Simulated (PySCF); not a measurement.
AlH2, SMILES [AlH2-] (connectivity only; charge and spin as stated), charge -1, multiplicity 1. Atoms are numbered in the order given.

```xyz
3

Al     0.0000     0.0000    -0.1550
H      0.0000     1.2352     1.0077
H      0.0000    -1.2352     1.0077
```
Charge -1, spin multiplicity 1.

Geometry optimised at B3LYP-D3(BJ)/def2-TZVPD.

These are B3LYP-D3(BJ)/def2-TZVPD in PySCF values and carry that method's errors.

Frequencies are harmonic and unscaled.

Computed vibrational spectrum:
```csv
mode,ν (cm⁻¹),IR (km/mol),Raman (Å⁴/amu),depolarisation,moving atoms (share of kinetic energy)
1,823,324.5,246.1,0.07,H 96 %
2,1441,942.4,535.5,0.75,H 96 %
3,1446,1149.1,247.4,0.68,H 97 %
```
